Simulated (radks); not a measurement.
Question: Yb XIII, configuration [Ar] 3d10 4s2 4p5 4d10 4f11 5s2 (not the ground configuration). Method: non-relativistic Kohn-Sham, PBE, spin-polarised, spherical densities, point nucleus; open shells are filled with parallel spins first (spin-orbit coupling, left out, can overturn this in heavy ions); relativity is left out, which matters for an element this heavy; computed with a radial shooting solver on a logarithmic mesh with Libxc functionals. Some entries of the table are withheld. Estimate them.

| orbital | occ. | eigenvalue (Ry) | <r^2> (bohr^2) | <r> (bohr) |
|---|---|---|---|---|
| 1s up | 1 | -4190.360 | 0.0006265 | 0.02165 |
| 1s down | 1 | -4190.319 | 0.0006265 | 0.02165 |
| 2s up | 1 | -694.9057 | 0.009861 | 0.09172 |
| 2s down | 1 | -694.8771 | 0.009861 | 0.09171 |
| 2p up | 3 | -665.1192 | 0.007306 | 0.07765 |
| 2p down | 3 | -665.0779 | 0.007306 | 0.07765 |
| 3s up | 1 | -169.4113 | 0.06253 | 0.2343 |
| 3s down | 1 | -169.2195 | 0.06246 | 0.2342 |
| 3p up | 3 | -155.7986 | 0.05807 | 0.2242 |
| 3p down | 3 | -155.6153 | 0.05800 | 0.2240 |
| 3d up | 5 | -130.4190 | 0.04558 | 0.1974 |
| 3d down | 5 | -130.2784 | 0.04550 | 0.1972 |
| 4s up | 1 | -46.55667 | 0.3056 | 0.5210 |
| 4s down | 1 | -46.20142 | 0.3063 | 0.5215 |
| 4p up | 3 | -40.97936 | 0.3173 | 0.5290 |
| 4p down | 2 | -40.62752 | 0.3183 | 0.5297 |
| 4d up | 5 | (1) | 0.3442 | 0.5465 |
| 4d down | 5 | (2) | 0.3459 | 0.5477 |
| 5s up | 1 | -17.86486 | 1.351 | 1.102 |
| 4f up | 7 | -17.84043 | 0.4239 | (3) |
| 5s down | 1 | -17.73820 | 1.363 | 1.108 |
| 4f down | 4 | -17.51835 | 0.4311 | (4) |

Answer: 
(1) 4d up eigenvalue (Ry): -30.87693
(2) 4d down eigenvalue (Ry): -30.53570
(3) 4f up <r> (bohr): 0.5951
(4) 4f down <r> (bohr): 0.5995
